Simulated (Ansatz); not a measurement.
One change: `C=NBCCl` becomes `C=NBC[SiH3]`.

Ansatz, PBE0-D4/def2-TZVP geometries, multiplicity 1. Each molecule was computed in one conformer, which needn't be the lowest.

| property | `C=NBCCl` |
| --- | --- |
| LUMO energy (B3LYP/def2-TZVPP) / eV | -1.29 |
| HOMO–LUMO gap (ωB97M-V/def2-TZVPP) / eV | 11.30 |
| HOMO–LUMO gap (PBE0/def2-TZVPP) / eV | 6.84 |
| HOMO energy (PBE0/def2-TZVPP) / eV | -7.88 |
| HOMO energy (ωB97M-V/def2-TZVPP) / eV | -10.17 |
| LUMO energy (ωB97M-V/def2-TZVPP) / eV | 1.13 |

Question: Give the same properties after the change, and the shifts. (Estimate.)

Answer: The calculation gave: 
| property | `C=NBC[SiH3]` | shift |
| --- | --- | --- |
| LUMO energy (B3LYP/def2-TZVPP) / eV | -1.14 | 0.15 |
| HOMO–LUMO gap (ωB97M-V/def2-TZVPP) / eV | 11.06 | -0.24 |
| HOMO–LUMO gap (PBE0/def2-TZVPP) / eV | 6.64 | -0.20 |
| HOMO energy (PBE0/def2-TZVPP) / eV | -7.53 | 0.35 |
| HOMO energy (ωB97M-V/def2-TZVPP) / eV | -9.80 | 0.37 |
| LUMO energy (ωB97M-V/def2-TZVPP) / eV | 1.26 | 0.13 |

With PBE0 the HOMO rises by 0.35 eV and the LUMO rises by 0.15 eV, so the gap narrows by about 0.20 eV. PBE moves the HOMO by 0.26 eV and ωB97M-V by 0.37 eV.

B3LYP here is the variant with VWN-RPA as its local correlation; programs differ in this.
